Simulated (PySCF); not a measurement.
Atoms are numbered as in `[CH:1]#[C:2]/[CH:3]=[C:4](/[CH2:5][Cl:6])[CH2:7][C:8]#[N:9]`; H(Xn) means a hydrogen on atom n.

Geometry: GFN2-xTB; GIAO shifts from PySCF 2.14, gas phase, non-relativistic, averaged over equivalent atoms.

At wB97X-D/def2-SVP (160 basis functions, 32 s wall time on 1 thread of an Intel Xeon Platinum 8488C, shared host):
| atoms | δ (ppm) |
| --- | --- |
| C4 | 145.9 |
| C3 | 113.1 |
| C8 | 110.7 |
| C1 | 89.2 |
| C2 | 75.5 |
| C5 | 49.0 |
| C7 | 17.3 |
| N9 | 271.1 |
| H(C3) | 5.66 |
| H(C5) | 4.08 |
| H(C7) | 3.34 |
| H(C1) | 2.86 |

Chemical shifts δ = σref − σ; TMS for ¹³C (σ = 196.45 ppm) and ¹H (σ = 31.93 ppm); ¹⁵N (σ = 270.26 ppm) against NH3, all at this level.

Question: Estimate the result of repeating the calculation with PBE0/pcSseg-1.

Answer: 
```csv
atoms,δ at PBE0/pcSseg-1,change
C4,153.4,+7.5
C3,120.3,+7.2
C8,120.9,+10.2
C1,98.3,+9.1
C2,83.5,+8.0
C5,53.4,+4.4
C7,19.9,+2.6
N9,300.6,+29.5
H(C3),6.01,+0.35
H(C5),4.39,+0.31
H(C7),3.63,+0.29
H(C1),3.24,+0.38
```

Chemical shifts δ = σref − σ; TMS for ¹³C (σ = 186.93 ppm), ¹H (σ = 31.72 ppm); NH3 for ¹⁵N (σ = 267.73 ppm), all at this level.

The largest change is at N9 (nitrile nitrogen). Cost: 190 basis functions, 28 s wall time on 1 thread of an Arm Neoverse V2, shared host. The order of the carbon signals changes between the two levels.

Carbons that carry Cl, above all several Cl atoms, come out too deshielded, partly because spin–orbit coupling is missing. Experimental scales use liquid or dissolved standards, which lie at an offset from isolated NH3 (liquid NH3: subtract about 20 ppm). Unscaled 15N shifts of sp2 nitrogen often come out too high even then, by a few to some tens of ppm.
